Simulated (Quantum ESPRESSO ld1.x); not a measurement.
These are the eigenvalues of the occupied orbitals of an atom or ion with whole-number occupations (hartree). Calculated with ld1.x of Quantum ESPRESSO 7.5: scalar-relativistic Kohn-Sham, Engel-Vosko exchange with Perdew-Wang LDA correlation, spin-unpolarised, spherical densities, point nucleus.

1s: -2256.09
2s: -386.494
2p: -341.054
3s: -91.0450
3p: -77.3535
3d: -60.7575
4s: -21.9590
4p: -17.4608
4d: -11.5432
5s: -6.45497
5p: -5.22628
4f: -4.98012
5d: -3.65339

Which element is it, and in what charge state? The configuration may be excited.

Answer. Z = 70, ytterbium, charge +8: Yb8+ in [Kr] 4d10 4f12 5s1 5p2 5d1. The list shows which subshells hold electrons but not how many an open one holds; the 1s level, -2256.1 hartree, gives Z - s = 67.2 by -(Z - s)^2/2, which with screening and relativity narrows Z to a few neighbours, and the depths of the outer levels then fix element, charge and occupations together.
